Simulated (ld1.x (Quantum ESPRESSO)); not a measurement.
**Pseudopotential generation for Sb: PAW, PW91, scalar-relativistic.**

| Item | Value |
| --- | --- |
| Element | Sb |
| Generator | ld1.x (Quantum ESPRESSO) 7.5 |
| Type | PAW |
| Functional | PW91 |
| Relativity | scalar-relativistic |
| Frozen core | [Kr] |
| Valence charge | 15 |
| Reference configuration | 4d10 5s1.75 5p3.25 |
| Partial waves | 5s (bound): rcut 1.55, rcutus 1.95 bohr; 5s channel at -0.2 Ry: rcut 1.55, rcutus 1.95 bohr; 5p (bound): rcut 1.85, rcutus 2.25 bohr; 5p channel at 0.4 Ry: rcut 1.85, rcutus 2.25 bohr; 4d (bound): rcut 1.55, rcutus 1.70 bohr; 4d channel at -2.05 Ry: rcut 1.55, rcutus 1.70 bohr |
| Local potential | all-electron potential smoothed inside 2.20 bohr (lloc = -1) |
| Core correction | a·sin(br)/r model core inside 1.30 bohr |
| Augmentation charge | PSQ, inside the norm-conserving radii |

All-electron outer shells of the reference configuration (PW91, scalar-relativistic, ld1.x):

```tsv
shell	level (eV)	outermost node (bohr)	outermost maximum (bohr)
4s	-149.23	0.39	0.73
4p	-102.19	0.39	0.76
4d	-33.90	0.38	0.84
5s	-13.11	0.95	1.88
5p	-5.02	1.04	2.32
```

Calculated quality:

```
Cutoffs needed                            : 50 Ry and 80 Ry (the cutoffs (Ry, on a coarse ladder) from which the occupation-weighted sum of valence levels, in a spherical-Bessel basis at the reference potential, stays within 10 and 1 mRy of its value at 400 Ry)
Ghost test                                : no extra level below or beside the all-electron valence levels (s, p, d, f tested) (spherical-Bessel basis up to 400 Ry, 20 bohr box)
Largest excitation error                  : -97 meV (all-electron minus pseudo) for 4d9 5s2 5p4, out of 7 test configurations
Lowest eigenvalue of the overlap operator : 0.40 (s channel)
Density cutoff estimated by the generator : 206 Ry
```

Generation and tests took about 1.7 s on one core of a shared server CPU.
